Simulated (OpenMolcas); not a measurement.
**Ni2+: input and output**

Input:

```
&GATEWAY
Coord
1

Ni 0.0 0.0 0.0
Basis=ANO-R3
Group=XYZ
NoMove
AngMom=0.0 0.0 0.0
AMFI
&SEWARD
* reference wave functions (RASSCF and RASSI steps not shown): 8 electrons in 5 orbitals (3d)
>>> COPY JOB001 $Project.JobIph
&CASPT2
Multistate=10 1 2 3 4 5 6 7 8 9 10
Frozen=3 6
IPEA=0.35
MaxIter=60
WThr=0.0 0.3 0.05
PrWF=0.5
NoMix
>>> COPY JOB002 $Project.JobIph
&CASPT2
Multistate=14 1 2 3 4 5 6 7 8 9 10 11 12 13 14
Frozen=3 6
IPEA=0.35
MaxIter=60
WThr=0.0 0.3 0.05
PrWF=0.5
NoMix
```

Launched by
```bash
OMP_NUM_THREADS=1 MOLCAS_MEM=2252 MOLCAS_PROJECT=a pymolcas a.inp > a.log  # once for each step of the input, in one work folder
```

Output, cut to the results:

```
--- CASPT2 ---
Orbital specifications:
      -----------------------

      Symmetry species                           1   2
                                                ag  au
      Frozen orbitals                            3   6
      Inactive orbitals                          0   0
      Active orbitals                            5   0
      Secondary orbitals                        42  41
      Deleted orbitals                           0   0
      Number of basis functions                 50  47
Type of calculation                        MS-CASPT2
      Fock operator                              state-specific
      IPEA shift                                 0.35
      Real shift                                 0.00
      Imaginary shift                            0.00
      The input orbitals will be transformed to quasi-canonical
Reference energy:       -1518.2714869994
      E2 (Non-variational):      -0.2920312314
      E2 (Variational):          -0.2920312310
      Total energy:           -1518.5635182304
      Residual norm:              0.0000001387
      Reference weight:           0.96291
      Contributions to the CASPT2 correlation energy
      Active & Virtual Only:         -0.2920312314
      One Inactive Excited:           0.0000000000
      Two Inactive Excited:           0.0000000000
Reference energy:       -1518.2714869994
      E2 (Non-variational):      -0.2921055053
      E2 (Variational):          -0.2921055049
      Total energy:           -1518.5635925043
      Residual norm:              0.0000001385
      Reference weight:           0.96287
      Contributions to the CASPT2 correlation energy
      Active & Virtual Only:         -0.2921055053
      One Inactive Excited:           0.0000000000
      Two Inactive Excited:           0.0000000000
::    CASPT2 Root  1     Total energy:  -1518.56351823
::    CASPT2 Root  2     Total energy:  -1518.56359250
::    CASPT2 Root  3     Total energy:  -1518.56323371
::    CASPT2 Root  4     Total energy:  -1518.56360527
::    CASPT2 Root  5     Total energy:  -1518.56198484
::    CASPT2 Root  6     Total energy:  -1518.56323311
::    CASPT2 Root  7     Total energy:  -1518.56398043
::    CASPT2 Root  8     Total energy:  -1518.48804627
::    CASPT2 Root  9     Total energy:  -1518.48804629
::    CASPT2 Root 10     Total energy:  -1518.48804628
::    MS-CASPT2 Root  1     Total energy:  -1518.56409090
::    MS-CASPT2 Root  2     Total energy:  -1518.56364975
::    MS-CASPT2 Root  3     Total energy:  -1518.56361149
::    MS-CASPT2 Root  4     Total energy:  -1518.56350561
::    MS-CASPT2 Root  5     Total energy:  -1518.56329691
::    MS-CASPT2 Root  6     Total energy:  -1518.56304553
::    MS-CASPT2 Root  7     Total energy:  -1518.56195272
::    MS-CASPT2 Root  8     Total energy:  -1518.48804586
::    MS-CASPT2 Root  9     Total energy:  -1518.48804533
::    MS-CASPT2 Root 10     Total energy:  -1518.48804284
--- CASPT2 ---
Orbital specifications:
      -----------------------

      Symmetry species                           1   2
                                                ag  au
      Frozen orbitals                            3   6
      Inactive orbitals                          0   0
      Active orbitals                            5   0
      Secondary orbitals                        42  41
      Deleted orbitals                           0   0
      Number of basis functions                 50  47
Type of calculation                        MS-CASPT2
      Fock operator                              state-specific
      IPEA shift                                 0.35
      Real shift                                 0.00
      Imaginary shift                            0.00
      The input orbitals will be transformed to quasi-canonical
Reference energy:       -1518.1970555100
      E2 (Non-variational):      -0.3005958978
      E2 (Variational):          -0.3005958976
      Total energy:           -1518.4976514076
      Residual norm:              0.0000001359
      Reference weight:           0.96240
      Contributions to the CASPT2 correlation energy
      Active & Virtual Only:         -0.3005958978
      One Inactive Excited:           0.0000000000
      Two Inactive Excited:           0.0000000000
Reference energy:       -1518.1970555100
      E2 (Non-variational):      -0.3006220773
      E2 (Variational):          -0.3006220771
      Total energy:           -1518.4976775871
      Residual norm:              0.0000001391
      Reference weight:           0.96239
      Contributions to the CASPT2 correlation energy
      Active & Virtual Only:         -0.3006220773
      One Inactive Excited:           0.0000000000
      Two Inactive Excited:           0.0000000000
::    CASPT2 Root  1     Total energy:  -1518.49765141
::    CASPT2 Root  2     Total energy:  -1518.49767759
::    CASPT2 Root  3     Total energy:  -1518.49769656
::    CASPT2 Root  4     Total energy:  -1518.49765622
::    CASPT2 Root  5     Total energy:  -1518.49769581
::    CASPT2 Root  6     Total energy:  -1518.45610103
::    CASPT2 Root  7     Total energy:  -1518.45717120
::    CASPT2 Root  8     Total energy:  -1518.45668452
::    CASPT2 Root  9     Total energy:  -1518.45664060
::    CASPT2 Root 10     Total energy:  -1518.45583720
::    CASPT2 Root 11     Total energy:  -1518.45648471
::    CASPT2 Root 12     Total energy:  -1518.45641506
::    CASPT2 Root 13     Total energy:  -1518.45689490
::    CASPT2 Root 14     Total energy:  -1518.45663171
::    MS-CASPT2 Root  1     Total energy:  -1518.49781029
::    MS-CASPT2 Root  2     Total energy:  -1518.49774526
::    MS-CASPT2 Root  3     Total energy:  -1518.49771060
::    MS-CASPT2 Root  4     Total energy:  -1518.49762554
::    MS-CASPT2 Root  5     Total energy:  -1518.49755440
::    MS-CASPT2 Root  6     Total energy:  -1518.45780435
::    MS-CASPT2 Root  7     Total energy:  -1518.45756951
::    MS-CASPT2 Root  8     Total energy:  -1518.45706519
...
```

Levels above the lowest, from the spin-orbit matrix with the single-state CASPT2 energies, averaged by term, on its diagonal:

```tsv
Configuration	Term	J	E (cm-1)	Measured (cm-1)	g	Term weight %
3d8	3F	4	0.0	0.0	1.250	100
3d8	3F	3	1359	1361	1.084	100
3d8	3F	2	2280	2270	0.668	99
3d8	1D	2	15070	14032	1.084	82
3d8	3P	2	17650	16662	1.415	83
3d8	3P	1	17880	16978	1.501	100
3d8	3P	0	18210	17231		100
3d8	1G	4	24480	23109	1.000	100
```

Against the 7 measured excited levels shown (Corliss and Sugar, J. Phys. Chem. Ref. Data 10, 197 (1981)) the mean absolute deviation is 760 cm-1; the largest miss in energy is 3d8 1G4: computed 24480, measured 23109 cm-1 (+5.9 %), and the largest in proportion 3d8 1D2 (+7.4 %).

CASPT2 does not keep the components of a term degenerate, so their means are used; among the terms shown or strongly mixed into the levels shown the widest spread is 440 cm-1 (3d8 3F). Terms from blocks run as CI alone lack orbitals of their own. Measured partners are found by configuration, term and J. A level has none where our copy of the source lacks it or the pairing is in doubt (some pairs that miss far off the trend of their configuration count as doubtful), and it then counts in no deviation. Only configurations of the active space appear. The first state left out of the spin-orbit step lies near 63000 cm-1 above the lowest spin-free state of the reference (among the parities and spins computed), and the list stops at four fifths of that energy or lower.

The CASPT2 steps took 6.8 s on 1 thread of Intel(R) Xeon(R) Platinum 8488C (Sapphire Rapids), on a shared host; the integral step is not counted.

The term weight is that of the spin-free term in the level, not the purity of its configuration.
